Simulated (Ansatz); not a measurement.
Compare A (`C[C@@H](F)[C@@H]1BC1`) with its isomer B (`C=CB(F)CC`).

Computed with Ansatz on PBE0-D4/def2-TZVP structures; ΔE is electronic, products minus reactants. CCSD(T)/CBS is the MP2 limit (def2-TZVPP, def2-QZVPP) plus CCSD(T) − MP2 in def2-TZVPP, frozen cores. DFT in def2-TZVPP. B3LYP here is the variant with VWN-RPA as its local correlation; programs differ in this. Each species was taken in one conformer, which may not be the lowest.

(1) Which isomer does CCSD(T)/CBS put lower? Give the gap. (An estimate is asked.)

(2) Give E(B) − E(A) in kJ/mol with r2SCAN-D4, ωB97M-V, B2PLYP, B3LYP-D4, B3LYP, PBE-D4, CCSD/def2-TZVPP. (Best estimate.)

Largest T1 diagnostic: 0.012.

Results:

(1) Computed: B, by 300.7 kJ/mol.

(2) Ansatz gave: r2SCAN-D4 -287.4, ωB97M-V -289.4, B2PLYP -304.3, B3LYP-D4 -302.5, B3LYP -303.2, PBE-D4 -280.6, CCSD/def2-TZVPP -303.0. None reverses the order clearly.

In def2-TZVPP, CCSD(T) changes the Hartree–Fock value by +11.7 kJ/mol (the triples alone add −0.6 kJ/mol) and MP2 by +15.9 kJ/mol.
